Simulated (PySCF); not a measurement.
Bonds (- single, = double, # triple, : aromatic): C1=C2 1.325 Å, C2-C3 1.499 Å, C3-F4 1.377 Å, C2-Si5 1.904 Å, Si5-N6 1.722 Å. C1 carries H7, H8; C3 carries H9, H10; Si5 carries H11, H12; N6 carries H13, H14. H7 is cis to C3; H8 is trans to C3.

Computed data (PySCF 2.14.0 with density-fitted response routines): coordinates at the GFN2-xTB level, PBE0/pcSseg-1 with gauge-including orbitals. Rapidly exchanging positions averaged, no relativistic terms, a single conformation, no solvent model.

Scale: TMS for 13C (σ = 186.93 ppm) and 1H (σ = 31.72 ppm) and 29Si (σ = 349.16 ppm); CFCl3 for 19F (σ = 170.95 ppm); 15N (σ = 267.73 ppm) vs NH3 (reference shieldings calculated alike).

| atoms | nucleus | count | Hirshfeld charge | δ (ppm) |
| --- | --- | --- | --- | --- |
| H13/H14 | 1H | 2 | 0.12 | 0.18 |
| H9/H10 | 1H | 2 | 0.05 | 5.49 |
| H11/H12 | 1H | 2 | -0.08 | 5.01 |
| H7 | 1H | 1 | 0.05 | 5.89 |
| H8 | 1H | 1 | 0.04 | 5.52 |
| F4 | 19F | 1 | -0.11 | ? |
| N6 | 15N | 1 | -0.32 | ? |
| C3 | 13C | 1 | 0.02 | 91.9 |
| C2 | 13C | 1 | -0.10 | 161.7 |
| Si5 | 29Si | 1 | 0.36 | -43.8 |
| C1 | 13C | 1 | -0.10 | ? |

Problem. Fill in the missing shifts.

Solution. 
- C1: 127.8 ppm, terminal =CH2 carbon; an sp2 carbon of a C=C bond
- F4: -253.7 ppm, fluorine on an sp3 carbon
- N6: 3.0 ppm, nitrogen bonded to Si, 2 H

OH and NH positions are those of a molecule without intermolecular hydrogen bonds; in solution they move with solvent, concentration and temperature, and exchange usually removes their couplings. Shifts are as computed. Against solution values, carbons near 30 ppm lie about +3 ppm off and those near 130 ppm about +5 ppm. Of 1211 compounds with measured shifts, 218 miss one by over three times the rms of a fit or turn the order of signals round; such compounds aren't used in these exercises. Unscaled 19F shifts against computed CFCl3 carry errors that often reach 10 to 50 ppm. Experimental scales use liquid or dissolved standards, which lie at an offset from isolated NH3 (liquid NH3: subtract about 20 ppm).
